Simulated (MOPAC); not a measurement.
Input file for MOPAC: AM1 on CHIO2 (a complex), monomers drawn apart or pushed together.

```
AM1 1SCF PRECISE CHARGE=0 THREADS=1
CHIO2

O      1.13097344 1    -0.11991734 1    -0.02415050 1
C     -0.00881629 1     0.04349541 1     0.10863795 1
O     -1.15079624 1     0.20741376 1     0.23111172 1
I      0.10903627 1    -0.05182907 1     4.36314234 1
H     -1.47691610 1     0.18277802 1     4.16411219 1
```

It printed:

```
*******************************************************************************
 **                                                                           **
 **                              MOPAC v23.2.5                                **
 **                                                                           **
 *******************************************************************************
 ** MOPAC's Digital Object Identifier: https://doi.org/10.5281/zenodo.6511958 **
 **                                                                           **
 ** Please cite the open-source release paper for use of this MOPAC version:  **
 ** J. E. Moussa and J. J. P. Stewart (2026)                                  **
 ** MOPAC: An open-source semiempirical molecular orbital program             **
 ** J. Open Source Softw., 11(119), 8025, https://doi.org/10.21105/joss.08025 **
 *******************************************************************************

                              AM1 CALCULATION RESULTS

 *******************************************************************************
 *  AM1        - The AM1 Hamiltonian to be used
 *
 *
 *
 *                 CHARGE ON SYSTEM = 0
 *
 *
 *
 *  PRECISE    - TIGHTER CRITERIA TO BE USED
 *  1SCF       - DO 1 SCF AND THEN STOP
 *  THREADS=1  - MULTI-THREADING NOT USED
 *  T=         - A TIME OF 172800.0 SECONDS REQUESTED
 *  DUMP=N     - RESTART FILE WRITTEN EVERY 7200.0 SECONDS REQUESTED
 *******************************************************************************
AM1 1SCF PRECISE CHARGE=0 THREADS=1
 CHIO2

   ATOM   CHEMICAL          X               Y               Z
  NUMBER   SYMBOL      (ANGSTROMS)     (ANGSTROMS)     (ANGSTROMS)

     1       O          1.13097344  *  -0.11991734  *  -0.02415050  *
     2       C         -0.00881629  *   0.04349541  *   0.10863795  *
     3       O         -1.15079624  *   0.20741376  *   0.23111172  *
     4       I          0.10903627  *  -0.05182907  *   4.36314234  *
     5       H         -1.47691610  *   0.18277802  *   4.16411219  *



          CARTESIAN COORDINATES

    NO.       ATOM           X           Y           Z

     1         O          1.1310     -0.1199     -0.0242
     2         C         -0.0088      0.0435      0.1086
     3         O         -1.1508      0.2074      0.2311
     4         I          0.1090     -0.0518      4.3631
     5         H         -1.4769      0.1828      4.1641

  H: (AM1): M.J.S. DEWAR ET AL, J. AM. CHEM. SOC. 107 3902-3909 (1985)
  C: (AM1): M.J.S. DEWAR ET AL, J. AM. CHEM. SOC. 107 3902-3909 (1985)
  O: (AM1): M.J.S. DEWAR ET AL, J. AM. CHEM. SOC. 107 3902-3909 (1985)
  I: (AM1): M.J.S. DEWAR AND E. G. ZOEBISCH, THEOCHEM, 180, 1 (1988).

           Empirical Formula: C H O2 I  =     5 atoms



      MOLECULAR POINT GROUP   :   Cs


      RHF CALCULATION, NO. OF DOUBLY OCCUPIED LEVELS = 12


 -------------------------------------------------------------------------------
 AM1 1SCF PRECISE CHARGE=0 THREADS=1
 CHIO2



     1SCF WAS SPECIFIED, SO BFGS WAS NOT USED
     SCF FIELD WAS ACHIEVED


                              AM1 CALCULATION
                                                       MOPAC v23.2.5 Linux




          FINAL HEAT OF FORMATION =        -69.05405 KCAL/MOL =    -288.92214 KJ/MOL


          COSMO AREA              =        125.50 SQUARE ANGSTROMS
          COSMO VOLUME            =        108.19 CUBIC ANGSTROMS

          IONIZATION POTENTIAL    =         10.962351 EV
          HOMO LUMO ENERGIES (EV) =        -10.962  0.463
          NO. OF FILLED LEVELS    =         12
          MOLECULAR WEIGHT        =        171.9222         POINT GROUP:  Cs

          MOLECULAR DIMENSIONS (Angstroms)

            Atom       Atom       Distance
            H     5    O     1     4.94310
            I     4    O     3     3.28219
            O     3    H     5     0.00011


          SCF CALCULATIONS        =          1





   ATOM   CHEMICAL          X               Y               Z
  NUMBER   SYMBOL      (ANGSTROMS)     (ANGSTROMS)     (ANGSTROMS)

     1       O          1.13097344  *  -0.11991734  *  -0.02415050  *
     2       C         -0.00881629  *   0.04349541  *   0.10863795  *
     3       O         -1.15079624  *   0.20741376  *   0.23111172  *
     4       I          0.10903627  *  -0.05182907  *   4.36314234  *
     5       H         -1.47691610  *   0.18277802  *   4.16411219  *

                             CARTESIAN COORDINATES

   1    O        1.130973440    -0.119917340    -0.024150500
   2    C       -0.008816290     0.043495410     0.108637950
   3    O       -1.150796240     0.207413760     0.231111720
   4    I        0.109036270    -0.051829070     4.363142340
   5    H       -1.476916100     0.182778020     4.164112190


           Empirical Formula: C H O2 I  =     5 atoms



      MOLECULAR POINT GROUP   :   Cs


                  EIGENVALUES
 -42.03125 -40.51803 -30.41960 -22.65707 -18.79621 -18.79132 -18.02266 -14.01912
 -13.29501 -13.29302 -10.98876 -10.96235   0.46270   1.16691   1.17371   2.38366
   6.63948


              NET ATOMIC CHARGES AND DIPOLE CONTRIBUTIONS

  ATOM NO.   TYPE          CHARGE      No. of ELECS.   s-Pop       p-Pop
    1          O          -0.198814        6.1988     1.90068     4.29813
    2          C           0.412151        3.5878     1.22179     2.36605
    3          O          -0.213422        6.2134     1.90074     4.31268
    4          I          -0.001137        7.0011     1.96848     5.03265
    5          H           0.001222        0.9988     0.99878
 DIPOLE           X         Y         Z       TOTAL
 POINT-CHG.     0.073    -0.011     0.002     0.074
 HYBRID        -1.299     0.192    -0.150     1.322
 SUM           -1.226     0.181    -0.149     1.248


          ATOMIC ORBITAL ELECTRON POPULATIONS

     Atom    s        px        py        pz
    1  O   1.90068   1.07204   1.61136   1.61473
    2  C   1.22179   0.86541   0.75106   0.74959
    3  O   1.90074   1.07206   1.61720   1.62343
    4  I   1.96848   1.06714   1.97960   1.98591
    5  H   0.99878

 **********************
 *                    *
 * JOB ENDED NORMALLY *
 *                    *
 **********************




 == MOPAC DONE ==
```

The run finished.

Cost: very roughly 0.020 core-seconds.
